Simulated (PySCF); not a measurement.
Species: C6H10O2P (charge -1).
Geometry (PBE0-D3(BJ)/def2-SVP, Å), atoms numbered from 1 in this order:
```xyz
19
C6H10O2P angstrom
C      2.7653   -1.5123    0.4904
C      2.2657   -0.2757    0.5501
P      1.0358    0.3182   -0.6863
O      0.7219   -0.8512   -1.6044
O      1.4993    1.6681   -1.1853
C     -0.4533    0.6234    0.3849
C     -1.2982   -0.6369    0.6597
C     -2.1591   -0.2642   -0.5633
C     -1.6118    1.1738   -0.4753
H      2.3864   -2.1878   -0.2861
H      3.5469   -1.8784    1.1691
H      2.6292    0.4396    1.3013
H     -0.1457    1.2365    1.2491
H     -1.8635   -0.5709    1.6070
H     -0.7659   -1.6001    0.6165
H     -1.7555   -0.7643   -1.4546
H     -3.2512   -0.4116   -0.4970
H     -2.2778    1.8444    0.0961
H     -1.3169    1.6783   -1.4094
```

All values: PBE0/pcSseg-1 (PySCF, non-relativistic), on one gas-phase PBE0-D3(BJ)/def2-SVP geometry that isn't relaxed in the solvent. The solvent is an IEF-PCM continuum (Bondi radii, 1.10 Å for H, scaled by 1.2). Only the electrostatic response of the medium enters.

Gas phase at PBE0/pcSseg-1: HOMO -2.08 eV, LUMO 3.89 eV.

What does the continuum do to the energy and the frontier levels at PBE0/pcSseg-1 in methanol and water?

```
 solvent      ε  E(solvent) − E(gas) (kcal/mol)  polarisation term (kcal/mol)  distortion of the solute (kcal/mol)  HOMO (eV)  LUMO (eV)
methanol  32.61                          -60.20                        -64.65                                 4.45      -6.32       0.14
   water  78.36                          -61.54                        -66.28                                 4.74      -6.40       0.07
```

The first energy column is the sum of the next two and covers electrostatics alone. From methanol to water the lowering changes by a factor 1.02, Born's factor 1 − 1/ε by 1.02 and ε itself by 2.4.

Which radius a makes Born's formula ΔE = −(q²/2a)(1 − 1/ε) give the value in water?

a = q²(1 − 1/ε)/(2|ΔE|) = 2.66 Å, with q = -1 e and |ΔE| = 0.0981 Eh; the farthest nucleus lies 4.14 Å from the centroid of the nuclei. The formula assumes a point charge at the centre of a sphere.

Which Hirshfeld charges (PBE0/pcSseg-1) respond most in methanol (means over atoms taken as equivalent)?

```
atoms         environment  gas (e)  solvent (e)  change
   O5  oxygen bonded to P   -0.494       -0.541  -0.047
   O4  oxygen bonded to P   -0.457       -0.494  -0.037
  H11    vinylic hydrogen   +0.016       +0.045  +0.029
  H14  methylene hydrogen   +0.011       +0.032  +0.021
  H17  methylene hydrogen   +0.009       +0.029  +0.020
  H18  methylene hydrogen   +0.014       +0.033  +0.019
```
